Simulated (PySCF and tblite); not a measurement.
The numbers below are computed, except where a source is named.
2 diastereomers of C8H14O2, numbered alike:

| isomer | SMILES | descriptors (one enantiomer) |
| --- | --- | --- |
| A | [CH3:1][O:2][C@H:3]1[C@H:4]2[CH2:5][CH2:6][C@:7]1([O:8][CH3:9])[CH2:10]2 | 3S, 4S, 7S |
| B | [CH3:1][O:2][C@@H:3]1[C@H:4]2[CH2:5][CH2:6][C@:7]1([O:8][CH3:9])[CH2:10]2 | 3R, 4S, 7S |

Protocol: conformer search, at most 4 conformers an isomer, GFN2-xTB geometries, energies PBE0/pcSseg-1 (D3(BJ) added where defined), GIAO shieldings PBE0/pcSseg-1, weights at 298.15 K with GFN2-xTB thermal terms. Programs: PySCF with density fitting and tblite.

Problem. What shifts does each isomer give (ppm; of two unlike H on one atom, a is the less shielded)?

Solution. 
A: ¹H (against TMS): 3.54 (H9, 3H), 3.49 (H1, 3H), 3.19 (H3, 1H), 2.03 (H4, 1H), 1.99 (H6a, 1H), 1.83 (H5a, 1H), 1.52 (H5b, 1H), 1.39 (H6b, 1H), 1.12 (H10a, 1H), 0.84 (H10b, 1H). ¹³C (against TMS): 89.8 (C7), 81.4 (C3), 57.8 (C1), 55.9 (C9), 33.7 (C4), 31.7 (C10), 26.8 (C6), 26.6 (C5).

B: ¹H (against TMS): 3.69 (H1, 3H), 3.50 (H3, 1H), 3.45 (H9, 3H), 2.46 (H10a, 1H), 1.94 (H4, 1H), 1.68 (H6a, 1H), 1.59 (H5a, 1H), 1.48 (H5b, 1H), 1.39 (H10b, 1H), 1.36 (H6b, 1H). ¹³C (against TMS): 91.5 (C3), 88.1 (C7), 59.3 (C1), 54.1 (C9), 37.9 (C10), 36.7 (C4), 27.0 (C5), 26.1 (C6).

Problem. Which carbons tell the isomers apart best?

Solution. C3: 81.4 in A, 91.5 in B; C10: 31.7 in A, 37.9 in B; C4: 33.7 in A, 36.7 in B ppm.

Shifts are unscaled: against experiment ¹³C can be off by 15 ppm or more and ¹H by 0.8 ppm.
